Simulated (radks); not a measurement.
Q: The mean radii <r> (bohr) of the occupied orbitals of an atom or ion are listed with their occupations. Method: Dirac Kohn-Sham, BLYP, spin-unpolarised, spherical densities, finite nucleus; Fermi nuclear charge, rms radius of each element as measured or else 0.836 A^(1/3) + 0.57 fm; computed with a radial shooting solver on a logarithmic mesh with Libxc functionals.

| orbital | occ. | <r> |
|---|---|---|
| 1s1/2 | 2 | 0.03916 |
| 2s1/2 | 2 | 0.1722 |
| 2p1/2 | 2 | 0.1474 |
| 2p3/2 | 4 | 0.1516 |
| 3s1/2 | 2 | 0.4917 |
| 3p1/2 | 2 | 0.4909 |
| 3p3/2 | 4 | 0.5013 |
| 3d3/2 | 4 | 0.4945 |
| 3d5/2 | 6 | 0.4982 |
| 4s1/2 | 2 | 1.298 |
| 4p1/2 | 2 | 1.428 |
| 4p3/2 | 2 | 1.454 |

Name the element and its charge. Open shells, if any, fill j = l - 1/2 first.

A: Z = 38, strontium, charge +4: Sr4+ in [Ar] 3d10 4s2 4p4. The 1s radius gives Z: for a bare nucleus <r> = (2 gamma + 1)/(2Z) with gamma = sqrt(1 - (Z/c)^2), 0.03844 bohr for Z = 38, and screening makes it slightly larger (0.03916 here). The occupations add up to 34, and the charge is Z minus that.
